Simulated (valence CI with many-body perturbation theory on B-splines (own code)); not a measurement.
## Re43+: electric-dipole lines

Computed by relativistic CI+MBPT: four valence electrons over a frozen Dirac-Fock core [Ar] 3d10, a basis of 11 s, 11 p, 10 d, 8 f, 5 g, 2 h functions for each j, with the one-electron correlation potential Σ1 (screened to all orders), the two-electron term Σ2, the three-electron term Σ3, Breit, model QED; selected single and double excitations, second order for the rest, scaled by the run's own slope (own B-spline code, finite nucleus).

No measured spectrum was set against this ion. As an estimate, large intervals hold to a few tenths of a per cent, small ones and those within an open d or f shell to about a per cent. Among the levels kept, up to 430 cm⁻¹ of a level comes from second order outside the variational space, and about a tenth of that is noise between levels of different J, which matters for small intervals.

Lines 151 to 200 of 551 in falling wavelength, among levels below 5541.9 × 10³ cm⁻¹, chosen from the strongest by gf and those to the six lowest levels. Wavelengths and rates use the calculated energies. Electric multipoles are in the length gauge with retardation, E1 and E2 with the static RPA response of the core. Weak lines are less certain than strong ones. Lines between different terms over intervals too small for the method are left out, as are lines whose strength nearly cancels. Where a level lies close to another of its J and parity, the split of strength between their lines is uncertain. The highest levels of a list are the least certain.

Levels are named by their leading jj configuration (3d3/2^4 stands for four electrons in 3d with j = 3/2), which in mixed levels can hold well under half, so a name can repeat and another be missing. Letters in brackets count levels of one name in rising energy.

```csv
λ vac (nm),Upper,Lower,A (s⁻¹),log gf,Branch %
6.554,(4s^2 4d5/2^2) J=2,(4s^2 4p3/2 4d5/2) J=2,3.22e+11,0.02,45.4
6.552,(4s 4p1/2 4p3/2 4f7/2) J=4 [e],(4s 4p1/2 4p3/2 4d5/2) J=3 [b],3.65e+11,0.33,38.6
6.552,(4s 4p1/2 4d3/2 4d5/2) J=3 [b],(4s 4p1/2 4p3/2 4d3/2) J=4,5.67e+10,-0.59,15.2
6.550,(4s 4p1/2 4p3/2 4f7/2) J=5 [a],(4s 4p1/2 4p3/2 4d5/2) J=4 [a],2.29e+11,0.21,87.5
6.548,(4s 4p1/2 4p3/2 4d5/2) J=2 [c],(4s 4p1/2 4p3/2^2) J=1 [a],2.15e+11,-0.16,26.2
6.543,(4s 4p1/2 4d5/2^2) J=4,(4s^2 4p1/2 4f7/2) J=3 [b],1.62e+11,-0.03,22.7
6.541,(4s 4p3/2^2 4d3/2) J=3 [a],(4s^2 4p3/2 4d5/2) J=2,1.35e+11,-0.22,13.1
6.539,(4s 4p1/2 4p3/2 4f7/2) J=3 [c],(4s 4p1/2 4p3/2 4d5/2) J=3 [a],9.28e+10,-0.38,12.5
6.537,(4s 4p1/2 4d3/2 4d5/2) J=3 [d],(4s 4p1/2 4p3/2 4d3/2) J=2 [c],5.24e+10,-0.63,6.2
6.534,(4s 4p1/2 4p3/2 4d5/2) J=2 [d],(4s 4p1/2 4p3/2^2) J=1 [b],4.54e+11,0.16,34.1
6.523,(4s 4p1/2 4d5/2^2) J=3,(4s 4p1/2 4p3/2 4d5/2) J=3 [a],1.48e+11,-0.18,19.5
6.521,(4s 4p1/2 4p3/2 4f5/2) J=4 [b],(4s 4p1/2 4p3/2 4d3/2) J=3 [b],7.55e+10,-0.36,12.2
6.521,(4s 4p1/2 4d3/2 4d5/2) J=3 [b],(4s^2 4p1/2 4f5/2) J=3,6.54e+10,-0.53,17.5
6.514,(4s 4p1/2 4p3/2 4f7/2) J=5 [d],(4s 4p1/2 4p3/2 4d5/2) J=4 [b],2.57e+11,0.26,42.3
6.510,(4s 4p3/2^2 4d3/2) J=2 [c],(4s^2 4p3/2 4d5/2) J=3,6.07e+10,-0.71,4.4
6.509,(4s 4p1/2 4d3/2 4d5/2) J=1 [a],(4s 4p1/2 4p3/2 4d3/2) J=1 [a],1.85e+11,-0.45,35.0
6.501,(4s 4p1/2 4p3/2 4d5/2) J=3 [b],(4s 4p1/2 4p3/2^2) J=2 [a],1.07e+11,-0.32,15.7
6.500,(4s 4p1/2 4d3/2 4d5/2) J=1 [a],(4s 4p1/2 4p3/2 4d3/2) J=0 [a],1.63e+11,-0.51,30.8
6.496,(4s 4p3/2^2 4d5/2) J=2 [a],(4s 4p3/2^3) J=2,1.52e+11,-0.32,16.3
6.481,(4s 4p1/2 4p3/2 4d5/2) J=2 [d],(4s 4p1/2 4p3/2^2) J=2 [b],8.05e+10,-0.60,6.0
6.479,(4s 4p1/2 4d5/2^2) J=2,(4s 4p1/2 4p3/2 4d5/2) J=2 [a],1.07e+11,-0.47,15.8
6.455,(4s^2 4d5/2^2) J=4 [b],(4s^2 4p3/2 4d5/2) J=3,5.11e+11,0.46,44.0
6.448,(4p1/2 4p3/2^2 4d3/2) J=3,(4s 4p1/2 4p3/2 4d5/2) J=2 [b],7.40e+10,-0.49,5.9
6.445,(4s 4p1/2 4d5/2^2) J=4,(4s 4p1/2 4p3/2 4d5/2) J=4 [a],8.56e+10,-0.32,12.0
6.426,(4s 4p1/2^2 4d5/2) J=2,(4s 4p1/2^2 4p3/2) J=2,8.37e+10,-0.59,35.7
6.396,(4s 4p1/2 4p3/2 4d5/2) J=2 [d],(4s 4p1/2 4p3/2^2) J=1 [a],1.94e+11,-0.22,14.6
6.394,(4s^2 4p3/2 4f7/2) J=3,(4s^2 4p3/2 4d3/2) J=3,6.86e+10,-0.53,10.3
6.392,(4s 4p1/2 4p3/2 4d5/2) J=4 [c],(4s 4p1/2 4p3/2^2) J=3,5.32e+11,0.47,70.8
6.391,(4s 4p1/2 4p3/2 4f5/2) J=3 [b],(4s 4p1/2 4p3/2 4d3/2) J=2 [c],7.38e+10,-0.50,8.6
6.390,(4s 4p1/2 4d5/2^2) J=5,(4s^2 4p1/2 4f7/2) J=4,1.01e+11,-0.17,19.3
6.379,(4s 4p1/2 4p3/2 4f5/2) J=1 [b],(4s 4p1/2 4p3/2 4d3/2) J=1 [c],1.52e+11,-0.55,26.4
6.374,(4s 4p3/2^2 4d5/2) J=2 [b],(4s 4p3/2^3) J=2,8.41e+11,0.41,66.3
6.368,(4s 4p1/2 4p3/2 4f7/2) J=4 [b],(4s^2 4p1/2 4f7/2) J=3 [b],1.05e+11,-0.24,21.1
6.365,(4s 4p1/2 4p3/2 4f5/2) J=4 [c],(4s 4p1/2 4p3/2 4d5/2) J=4 [b],3.77e+10,-0.69,3.4
6.365,(4s 4p1/2 4p3/2 4f7/2) J=4 [e],(4s 4p1/2 4p3/2 4d5/2) J=3 [a],9.31e+10,-0.29,9.8
6.349,(4s 4p1/2 4p3/2 4f7/2) J=5 [b],(4s 4p1/2 4p3/2 4d5/2) J=4 [a],7.59e+10,-0.30,22.6
6.347,(4s 4p1/2 4p3/2^2) J=2 [a],(4s^2 4p1/2 4p3/2) J=2,2.07e+10,-1.20,4.1
6.345,(4s 4p1/2 4p3/2 4d5/2) J=2 [a],(4s^2 4p1/2 4d5/2) J=2,2.42e+11,-0.14,74.3
6.339,(4s 4p3/2^2 4d5/2) J=2 [c],(4s 4p3/2^3) J=1,1.11e+12,0.53,54.9
6.337,(4s 4p1/2 4d5/2^2) J=1 [a],(4s 4p1/2 4p3/2 4d5/2) J=2 [b],2.13e+11,-0.42,26.9
6.332,(4s^2 4p3/2 4d5/2) J=3,(4s^2 4p3/2^2) J=2,7.93e+11,0.52,96.1
6.329,(4s 4p1/2 4d3/2 4d5/2) J=3 [b],(4s 4p1/2 4p3/2 4d3/2) J=3 [a],4.50e+10,-0.72,12.0
6.322,(4s 4p1/2 4p3/2 4f5/2) J=4 [c],(4s 4p1/2 4p3/2 4d5/2) J=3 [b],8.38e+10,-0.34,7.6
6.322,(4s 4p1/2 4d3/2 4d5/2) J=2 [b],(4s 4p1/2 4p3/2 4d3/2) J=3 [a],8.61e+10,-0.59,24.9
6.321,(4s 4p1/2 4p3/2 4f7/2) J=3 [c],(4s 4p1/2 4p3/2 4d5/2) J=2 [a],1.44e+11,-0.22,19.4
6.317,(4s 4p1/2 4p3/2 4f5/2) J=2 [b],(4s 4p1/2 4p3/2 4d3/2) J=2 [c],1.69e+11,-0.30,20.5
6.316,(4s^2 4p3/2 4f7/2) J=3,(4s^2 4p3/2 4d3/2) J=2,1.09e+11,-0.34,16.5
6.313,(4s 4p1/2 4p3/2 4f7/2) J=3 [d],(4s 4p1/2 4p3/2 4d5/2) J=4 [b],4.60e+10,-0.72,5.9
6.304,(4s 4p1/2 4p3/2 4f5/2) J=2 [b],(4s 4p1/2 4p3/2 4d3/2) J=1 [b],8.15e+10,-0.61,9.9
6.299,(4s 4p1/2 4p3/2 4f5/2) J=0,(4s 4p1/2 4p3/2 4d3/2) J=1 [b],3.27e+11,-0.71,75.6
```

Q: How does gf follow from A for the line at 6.541 nm?

A: gf = 1.4992 × (2J+1)_upper × A / σ², with σ = 1528908 cm⁻¹ and 2J+1 = 7: gf = 0.606.
